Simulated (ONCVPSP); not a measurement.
Hardness and transferability of assorted potentials

Generated with ld1.x 7.5 (TM, RRKJ, ultrasoft, PAW), atompaw 4.2 or ONCVPSP 4.0.1. The cutoff is in Ry: for ld1.x and atompaw files where the sum of valence levels is converged to 10 mRy in a Bessel basis, for ONCV files where the hardest occupied wave has 1 mHa per electron of residual kinetic energy. The error is the largest all-electron minus pseudo excitation energy over each file’s own four to seven test configurations (ionisations up to +4, promotions, holes and added fractions of an electron), all of which were solved. The labels leave out finer settings (local radius, basis sizes, second energies), which also bear on the numbers. Spin-polarised tests are not counted. The rows are a selection from randomly drawn settings: files with unsolved tests, undetermined cutoffs or missed reference levels are left out.

A true bound ghost makes a file unfit for plane-wave use even where its test errors are small: the radial tests pick states by their node count and pass the ghost by.

| element | potential | cutoff (Ry) | largest error (meV) | bound ghosts |
| --- | --- | --- | --- | --- |
| F | ONCV, LDA (Perdew-Wang 92), scalar-relativistic, rc 0.65/1.00 (sp), local smoothed, core correction yes, reference 2s2 2p5, qcut 8.1/12.9, projectors 1/2 | 405 | +590 | none |
| S | ONCV, revPBE, non-relativistic, rc 0.70/0.95 (sp), local smoothed, core correction yes, reference 2s2 2p6 3s2 3p4, qcut 13.7/16.5, projectors 2/2 | 200 | +11 | none |
| S | ONCV, LDA (Perdew-Zunger), non-relativistic, rc 0.80/0.80/0.65 (spd), local smoothed, core correction yes, reference 2s2 2p6 3s1 3p5, qcut 15.1/18.5/17.5, projectors 2/3/3 | 267 | +6.9 | none |
| V | ONCV, PBEsol, non-relativistic, rc 2.60/2.05/1.40 (spd), local smoothed, core correction no, reference 3p6 3d3 4s1 4p1, qcut 3.2/7.6/8.7, projectors 2/2/1 | 71 | +7.2 | s |
| Rb | ONCV, PBEsol, fully relativistic, rc 2.35/2.55/2.15 (spd), local smoothed, core correction yes, reference 4s2 4p6 5s1, qcut 6.3/4.2/5, projectors 2/2/2 | 21 | -2.9 | none |
| Cs | ONCV, PBE, scalar-relativistic, rc 3.30/2.60/2.85 (spd), local smoothed, core correction no, reference 5s2 5p6 6s1, qcut 3/4.4/3.8, projectors 2/3/3 | 12 | -11 | none |
| Pt | ONCV, revPBE, scalar-relativistic, rc 1.65/1.85/1.65 (spd), local smoothed, core correction yes, reference 5s2 5p6 5d9 6s1, qcut 9.5/8.4/6.1, projectors 3/2/2 | 56 | -24 | none |

Task: Fill in the row for P: ONCV, Wu-Cohen, scalar-relativistic, rc 1.20/1.95 (sp), local smoothed, core correction yes, reference 3s1.5 3p3.5, qcut 4.2/4.6, projectors 3/2.

Result: cutoff 27 Ry, largest error +8.3 meV, bound ghosts: s.
